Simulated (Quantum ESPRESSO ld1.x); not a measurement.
Values are calculated unless marked as measured or tabulated.
Q: All-electron atom: neutral palladium in [Kr] 4d9 5p1 (not the ground configuration). Level of theory: Dirac Kohn-Sham, relativistic LDA (MacDonald-Vosko exchange, VWN5 correlation), spin-unpolarised, spherical densities, point nucleus; open shells are shared between the two j in proportion to 2j + 1 (ld1.x of Quantum ESPRESSO 7.5). Some entries of the table are withheld. Estimate them.

| orbital | occ. | eigenvalue (hartree) | <r^2> (bohr^2) |
|---|---|---|---|
| 1s1/2 | 2 | -882.840 | (1) |
| 2s1/2 | 2 | -129.206 | 0.02263 |
| 2p1/2 | 2 | (2) | (3) |
| 2p3/2 | 4 | (4) | (5) |
| 3s1/2 | 2 | -23.4435 | 0.1657 |
| 3p1/2 | 2 | -19.7994 | (6) |
| 3p3/2 | 4 | -18.7863 | (7) |
| 3d3/2 | 4 | -12.2801 | 0.1514 |
| 3d5/2 | 6 | -12.0772 | 0.1542 |
| 4s1/2 | 2 | -3.31660 | 1.015 |
| 4p1/2 | 2 | -2.18278 | 1.191 |
| 4p3/2 | 4 | -2.01735 | 1.268 |
| 4d3/2 | 3.6 | -0.33077 | 2.667 |
| 4d5/2 | 5.4 | -0.31316 | 2.765 |
| 5p1/2 | 0.333333 | -0.07227 | 24.28 |
| 5p3/2 | 0.666667 | -0.06661 | 26.40 |

A: 
(1) 1s1/2 <r^2> (bohr^2): 0.001381
(2) 2p1/2 eigenvalue (hartree): -120.043
(3) 2p1/2 <r^2> (bohr^2): 0.01692
(4) 2p3/2 eigenvalue (hartree): -114.236
(5) 2p3/2 <r^2> (bohr^2): 0.01825
(6) 3p1/2 <r^2> (bohr^2): 0.1611
(7) 3p3/2 <r^2> (bohr^2): 0.1704
